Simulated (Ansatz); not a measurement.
Start from `N=C[SiH](N)N` and change one atom or group to get `CO[SiH](N)N`.

Ansatz, PBE0-D4/def2-TZVP geometries, multiplicity 1. Each molecule was computed in one conformer, which needn't be the lowest.

```csv
property,`N=C[SiH](N)N`
HOMO energy (ωB97M-V/def2-TZVPP) / eV,-9.14
HOMO energy (B3LYP/def2-TZVPP) / eV,-6.62
size of the dipole moment (PBE/def2-TZVPP) / D,1.43
HOMO–LUMO gap (PBE/def2-TZVPP) / eV,3.66
HOMO energy (PBE0/def2-TZVPP) / eV,-6.83
HOMO energy (PBE/def2-TZVPP) / eV,-5.43
```

(1) What does the change do to each property? (An estimate is asked.)

Results:

(1) The calculation gave: 
```
                                      property  `CO[SiH](N)N`  shift
         HOMO energy (ωB97M-V/def2-TZVPP) / eV          -9.80  -0.66
           HOMO energy (B3LYP/def2-TZVPP) / eV          -7.14  -0.52
size of the dipole moment (PBE/def2-TZVPP) / D           1.70   0.27
           HOMO–LUMO gap (PBE/def2-TZVPP) / eV           6.06   2.40
            HOMO energy (PBE0/def2-TZVPP) / eV          -7.39  -0.56
             HOMO energy (PBE/def2-TZVPP) / eV          -5.93  -0.50
```

With PBE0 the HOMO falls by 0.56 eV and the LUMO rises by 1.64 eV, so the gap widens by about 2.20 eV. PBE moves the HOMO by -0.50 eV and ωB97M-V by -0.66 eV. Dipoles are sizes alone; their direction can turn.

B3LYP here is the variant with VWN-RPA as its local correlation; programs differ in this.
